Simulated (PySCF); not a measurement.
A structure optimised at PBE-D3(BJ)/def2-SVP, used in a PySCF frequency run:

```
Si
N 1 1.7341
H 2 1.0237 1 118.31
H 2 1.0239 3 110.19 1 141.63
H 1 1.4973 2 108.80 3 -167.98
H 1 1.4990 5 113.78 2 -118.94
S 1 2.2022 5 102.51 6 -115.72
Si 7 2.1387 1 97.56 5 166.14
H 8 1.4969 7 107.57 1 162.50
H 8 1.5035 9 111.07 7 121.06
Cl 8 2.0857 9 108.34 10 116.69
```

Write its SMILES and formula.

N[SiH2]S[SiH2]Cl, ClH6NSSi2

What are its rotational constants (standard atomic weights)?

3.0752, 0.98608, 0.90086 GHz
